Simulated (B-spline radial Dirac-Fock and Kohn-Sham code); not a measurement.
## Yb⁴⁸⁺: eigenvalues, ΔSCF and the reference

System: the Yb⁴⁸⁺ ion, [Ar] 3d4.

The density-functional columns are spherical, spin-unpolarised Dirac-Kohn-Sham results without Breit or QED terms: −ε is minus the orbital energy of the initial state and ΔSCF the difference of two total energies. The reference in the last column comes from Dirac-Fock (average of configuration) total-energy differences with a finite nucleus, the Breit interaction including its frequency dependence, and self-energy and vacuum-polarisation corrections. All numbers are from a radial B-spline solver, in eV; a selection of levels is shown. The Kohn-Sham columns are given as differences from the reference. For the 1s level of heavy atoms much of the gap between ΔSCF and the reference is the Breit and QED part, -291.6 eV here; for other levels the error of the functional can be larger.

```csv
level,LDA −ε − DF,LDA ΔSCF − DF,Dirac-Fock
K (1s),-278.1,+279.5,64332.4
L1 (2s),-177.6,-45.2,13411.0
L2 (2p1/2),-134.1,+26.3,12917.5
L3 (2p3/2),-143.2,+1.6,11869.1
M1 (3s),-84.2,-28.2,4978.4
M2 (3p1/2),-58.8,+0.5,4771.6
M3 (3p3/2),-60.3,-4.4,4517.7
"M4,5 (3d)",-60.9,+3.0,4203.3
```

Values without a named source are computed, but for edge energies of neutral atoms, which are taken from tables.
